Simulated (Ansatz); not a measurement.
Ansatz (a first-principles code) job for Al(Cl)2(NHMe) (CH₄AlCl₂N), SMILES C[NH][Al]([Cl])[Cl], CAM-B3LYP/def2-SVPD. Coordinates come from a B3LYP-D3(BJ)/def2-SVP optimisation. The structure was generated by enumeration; whether it is a known compound was not checked. One conformer was computed; it need not be the lowest.

Ansatz 0.2 input:
```yaml
crystal:
  periodic: [false, false, false]
  atoms:
    - {symbol: Al, position_ang: [0.08098482, -0.15379269, -0.00000000]}
    - {symbol: Cl, position_ang: [0.73366858, -2.14723642, -0.00000000]}
    - {symbol: Cl, position_ang: [-1.96996477, 0.29321845, 0.00000000]}
    - {symbol: N, position_ang: [1.25674103, 1.15513028, 0.00000000]}
    - {symbol: C, position_ang: [1.01700534, 2.59038399, 0.00000000]}
    - {symbol: H, position_ang: [2.24722254, 0.92360623, 0.00000000]}
    - {symbol: H, position_ang: [1.44150273, 3.08730454, -0.89177674]}
    - {symbol: H, position_ang: [1.44150273, 3.08730454, 0.89177674]}
    - {symbol: H, position_ang: [-0.06521471, 2.79117923, 0.00000000]}
basis:
  gaussian:
    orbitals: def2-SVPD
hamiltonian:
  xc: {name: CAM-B3LYP}
```

Log of the run:

```
WARN ansatz: RAYON_NUM_THREADS=1 ignored (pool sized by the plan → 1); use --threads N
Functional definition: CAM-B3LYP
integrals: 0.12 GiB planned
1390 factors; their error is unknown
integrals: 0.15 GiB planned
531 factors; integrals over basis functions are off by at most 3.9e-5 eV
mean field: 1.03 GiB planned
mean field evaluation 1: about -34222.0061 eV, gradient 5.0e1 eV
mean field evaluation 2: about -34218.6818 eV, gradient 6.3e1 eV
mean field evaluation 4: about -34227.4812 eV, gradient 2.2e0 eV
mean field evaluation 8: about -34227.4952 eV, gradient 9.5e-2 eV
mean field evaluation 16: about -34227.6300 eV, gradient 2.4e-5 eV
mean field -34227.63002256 eV, -1257.8422030080 hartree, gradient 2.4e-5 eV, S^2 0.000000; 0 other end points of the search recorded, 0 dependent functions left out
reference -34227.63015740 eV, -1257.8422079634 hartree; 32, 32 occupied and 118, 118 virtual orbitals, 1390 factors
Total energy: -34227.63015740 eV, -1257.8422079634 hartree
```

The calculation finished and met its thresholds.
